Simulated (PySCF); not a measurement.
**Radial density of Rh⁺ (rhodium, charge +1)**

UHF, [Kr] 4d7 5s1, 5s spin antiparallel (an excited configuration). Computed with PySCF 2.14 in x2c-TZVPPall with one added diffuse shell each of s, p, d, f type (9s7p7d3f1g, 95 functions), with the spin-free X2C one-electron Hamiltonian (Gaussian nucleus).

```json
{"r (bohr)": "0.0349", "4πr²ρ (e/bohr)": "51.64", "4πr²(ρα − ρβ)": "-0.0011"}
{"r (bohr)": "0.0586", "4πr²ρ (e/bohr)": "52.90", "4πr²(ρα − ρβ)": "0.0053"}
{"r (bohr)": "0.0986", "4πr²ρ (e/bohr)": "71.93", "4πr²(ρα − ρβ)": "0.0849"}
{"r (bohr)": "0.166", "4πr²ρ (e/bohr)": "50.90", "4πr²(ρα − ρβ)": "0.4191"}
{"r (bohr)": "0.279", "4πr²ρ (e/bohr)": "55.44", "4πr²(ρα − ρβ)": "0.4881"}
{"r (bohr)": "0.469", "4πr²ρ (e/bohr)": "32.41", "4πr²(ρα − ρβ)": "-0.0106"}
{"r (bohr)": "0.790", "4πr²ρ (e/bohr)": "14.77", "4πr²(ρα − ρβ)": "1.3981"}
{"r (bohr)": "1.33", "4πr²ρ (e/bohr)": "10.44", "4πr²(ρα − ρβ)": "2.2983"}
{"r (bohr)": "2.23", "4πr²ρ (e/bohr)": "2.083", "4πr²(ρα − ρβ)": "0.1794"}
{"r (bohr)": "3.76", "4πr²ρ (e/bohr)": "0.3157", "4πr²(ρα − ρβ)": "-0.2226"}
{"r (bohr)": "6.32", "4πr²ρ (e/bohr)": "0.01470", "4πr²(ρα − ρβ)": "-0.0146"}
```

Densities and radii are taken from the X2C orbitals without a picture-change correction, which distorts them close to the nucleus.

With the s spin flipped the determinant is a mixture of two multiplicities, not a spectroscopic state.
